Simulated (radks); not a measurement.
Values are calculated unless marked as measured or tabulated.
Charge is removed step by step from the 3d level of Ni3+, starting from [Ar] 3d7. Level of theory: non-relativistic Kohn-Sham, BLYP, spin-unpolarised, spherical densities, point nucleus (a radial shooting solver on a logarithmic mesh with Libxc functionals).

| removed (e) | E - E(0) (eV) | eigenvalue (eV) | E minus straight line (eV) |
|---|---|---|---|
| 0 | 0.000 | -47.346 | 0.000 |
| 0.1 | 4.836 | -49.378 | -0.951 |
| 0.2 | 9.877 | -51.437 | -1.698 |
| 0.3 | 15.124 | -53.522 | -2.238 |
| 0.4 | 20.582 | -55.633 | -2.567 |
| 0.5 | 26.252 | -57.769 | -2.685 |
| 0.6 | 32.136 | -59.930 | -2.587 |
| 0.7 | 38.238 | -62.115 | -2.273 |
| 0.8 | 44.560 | -64.325 | -1.738 |
| 0.9 | 51.104 | -66.560 | -0.981 |
| 1 | 57.873 | -68.817 | 0.000 |

Removing the whole electron costs 57.873 eV by Delta-SCF, against 47.346 eV from minus the eigenvalue at the starting occupation. Slater's transition state (half an electron removed) gives 57.769 eV. Integrating minus the eigenvalue over the occupation (Janak's theorem) gives 57.873 eV. The mean slope of the eigenvalue, de/dn, is 21.5 eV per electron. Ionisation energy of Ni3+ in the NIST Atomic Spectra Database: 54.9 eV (semi-empirical).

Beside tabulated values, note that spin-unpolarised runs miss the spin-polarisation part of the exchange energy of open shells.
